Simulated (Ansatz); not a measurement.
Geometry optimisation, RKS PBE/def2-SVP in Ansatz.

Input file:

```yaml
crystal:
  periodic: [false, false, false]
  atoms:
    - { symbol: Hf, position_ang: [0.0, 0.0, 0.0] }
    - { symbol: O, position_ang: [0.0, 0.0, 2.07] }
    - { symbol: Si, position_ang: [-1.3147, -0.4067, 3.0336] }
    - { symbol: H, position_ang: [-2.239, -1.2403, 2.2704] }
    - { symbol: H, position_ang: [-0.8506, -1.1432, 4.2057] }
    - { symbol: H, position_ang: [-1.9987, 0.8095, 3.4633] }
    - { symbol: Cl, position_ang: [2.3764, 0.0, -0.8392] }
    - { symbol: Cl, position_ang: [-1.1869, 2.0563, -0.8392] }
    - { symbol: F, position_ang: [-0.9326, -1.6157, -0.6593] }
basis:
  gaussian: { orbitals: def2-SVP }
hamiltonian:
  xc: pbe
relax:
  f_tol: 0.02
  max_steps: 40
output:
  orbitals: {}
```

Run as:

```bash
$ ansatz run input.yaml --threads 4 --pin off --max-ram 5120MiB --backend cpu --events-out ev --progress --plain --runs-dir out
```

Q: Where does it end, and by what steps?

A: It converged. After 10 steps the energy has fallen by 0.850 eV; O2 moved furthest, 0.93 Å.

```tsv
step	energy less start (eV)	largest force component (eV/Å)	accepted
0	0.0000	3.110	yes
1	-0.6384	1.033	yes
2	-0.7207	0.296	yes
3	-0.7512	0.192	yes
4	-0.7811	0.387	yes
5	-0.8257	0.164	yes
6	-0.8436	0.062	yes
7	-0.8483	0.069	yes
8	-0.8492	0.071	yes
9	-0.8495	0.045	yes
10	-0.8500	0.018	yes
```

```xyz
9
Properties=species:S:1:pos:R:3
Hf -0.064 0.016 -0.211
O -0.755 -0.220 1.569
Si -1.379 -0.438 3.127
H -2.566 -1.355 3.049
H -0.314 -1.045 3.993
H -1.792 0.897 3.674
Cl 2.296 0.042 -0.123
Cl -0.918 2.028 -1.106
F -0.655 -1.465 -1.267
```

Whether the end is a true minimum wasn't checked by a vibrational analysis.

Run time: 24 s on 4 threads of Arm Neoverse V2 (shared host), peak memory 0.2 GiB.
